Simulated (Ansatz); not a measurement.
Basis-set extrapolation for cyclohexanone (PBE0-D4/def2-TZVP geometry, frozen core, the Gaussian-basis code of Ansatz). Multiplicity 1, RHF reference.

|  | def2-TZVPP | def2-QZVPP |
| --- | --- | --- |
| HF | -308.021952 | -308.035846 |
| MP2 correlation | -1.235534 | -1.317020 |
| CCSD(T) correlation | -1.340963 | not run |

Energies in hartree. Use E(X) = E(∞) + A·exp(−7.88·√X) for Hartree–Fock and E(X) = E(∞) + B·X^(−2.97) for correlation, with X = 3 and 4, and add CCSD(T) minus MP2 of the smaller set to the MP2 limit.

Problem. What is the CCSD(T) energy at the basis-set limit?

Solution. HF limit: -308.035846 + (-0.013894) × 0.13774 = -308.03776. MP2 limit: -1.317020 + (-0.081486) × 0.74074 = -1.37738. Higher-order term: -1.340963 − (-1.235534) = -0.10543. Total: -309.52057 hartree, 4.29 eV below CCSD(T)/def2-TZVPP.
